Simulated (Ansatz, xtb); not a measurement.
**Relative energy of two isomers of C4H6B2Se**

We compare a, `Bc1c[se]c(B)c1`, a singlet, with b, `Bc1cc[se]c1B`, a singlet. Both are isolated molecules in the gas phase, relaxed with B3LYP/def2-SVP; the shapes shown needn't be the lowest conformers.

a (Å):

```json
{"atom": "C", "x (Å)": "-1.5331", "y (Å)": "0.1818", "z (Å)": "0.5499"}
{"atom": "C", "x (Å)": "-1.6429", "y (Å)": "-0.3898", "z (Å)": "1.8197"}
{"atom": "C", "x (Å)": "0.8215", "y (Å)": "-0.0618", "z (Å)": "1.0400"}
{"atom": "C", "x (Å)": "-0.1632", "y (Å)": "0.3463", "z (Å)": "0.1555"}
{"atom": "B", "x (Å)": "-2.7553", "y (Å)": "0.5740", "z (Å)": "-0.2947"}
{"atom": "B", "x (Å)": "2.3330", "y (Å)": "0.0020", "z (Å)": "0.8705"}
{"atom": "Se", "x (Å)": "-0.0175", "y (Å)": "-0.7584", "z (Å)": "2.6023"}
{"atom": "H", "x (Å)": "-2.6088", "y (Å)": "1.0646", "z (Å)": "-1.3880"}
{"atom": "H", "x (Å)": "-3.8708", "y (Å)": "0.3930", "z (Å)": "0.1301"}
{"atom": "H", "x (Å)": "-2.5807", "y (Å)": "-0.6114", "z (Å)": "2.3323"}
{"atom": "H", "x (Å)": "3.0830", "y (Å)": "-0.3924", "z (Å)": "1.7298"}
{"atom": "H", "x (Å)": "2.7833", "y (Å)": "0.4596", "z (Å)": "-0.1521"}
{"atom": "H", "x (Å)": "0.1054", "y (Å)": "0.7803", "z (Å)": "-0.8119"}
```

b (Å):

```xyz
13

C    -0.8660   -0.0956    0.4467
C    -0.5035   -1.4828    0.4299
C     0.7281   -1.7927    0.9549
C     0.1186    0.7444    1.0100
B    -2.2189    0.4050   -0.1090
B     0.1566    2.2594    1.2275
Se    1.6053   -0.2742    1.5587
H    -2.5211    1.5685   -0.0941
H    -2.9927   -0.3995   -0.5712
H    -1.1696   -2.2474    0.0228
H     1.1776   -2.7833    1.0306
H     1.1272    2.7644    1.7389
H    -0.7663    2.9565    0.8972
```

Problem. Estimate E(b) − E(a) at the level CCSD(T)/def2-SVP + ΔMP2/def2-TZVPP.

Solution. Calculated at CCSD(T)/def2-SVP + ΔMP2/def2-TZVPP: E(b) − E(a) = +2.4 kcal/mol, so structure a lies lower.

The same difference at several levels:

```tsv
level	geometry	E(b) − E(a) (kcal/mol)	departure from the last row (kcal/mol)	job, with rough time for the two
GFN2-xTB	GFN2-xTB	+2.1	−0.3	optimisation, 0.19 s
HF/STO-3G	GFN2-xTB	+4.6	+2.1	single point, 0.62 s
r2SCAN-D4/def2-SVP	GFN2-xTB	+2.6	+0.2	single point, 3.5 s
B3LYP/def2-SVP	B3LYP/def2-SVP	+3.1	+0.7	optimisation, 31 s
HF/def2-SVP	B3LYP/def2-SVP	+4.8	+2.3	part of the CCSD(T) run
MP2/def2-SVP	B3LYP/def2-SVP	+2.1	−0.3	part of the CCSD(T) run
CCSD(T)/def2-SVP	B3LYP/def2-SVP	+2.9	+0.4	single point
CCSD(T)/def2-SVP + ΔMP2/def2-TZVPP	B3LYP/def2-SVP	+2.4		single point, 77 s
```

As drawn, both hold the same kinds of bond in the same numbers.

None of the levels shown reverses the order. The largest departure from CCSD(T)/def2-SVP + ΔMP2/def2-TZVPP is that of HF/def2-SVP, 2.3 kcal/mol. The last row adds to CCSD(T) the change of the MP2 difference between the two basis sets, here −0.4 kcal/mol.

With thermal terms from frequencies at re-optimised GFN2-xTB minima (ideal gas, soft modes damped towards free rotors, one conformer each, 298.15 K, 1 atm): on the last row, ΔE + ΔZPE = +2.3, ΔH = +2.4, ΔG = +2.0 kcal/mol.

The correlated steps freeze 15 core orbitals; the filled d shell of Se is correlated, in a basis made for valence electrons. Codes used: Ansatz 0.2.0, xtb 6.7.1; the last row on 2 threads of AMD EPYC 9R45 96-Core Processor (Zen 5) on a shared host.
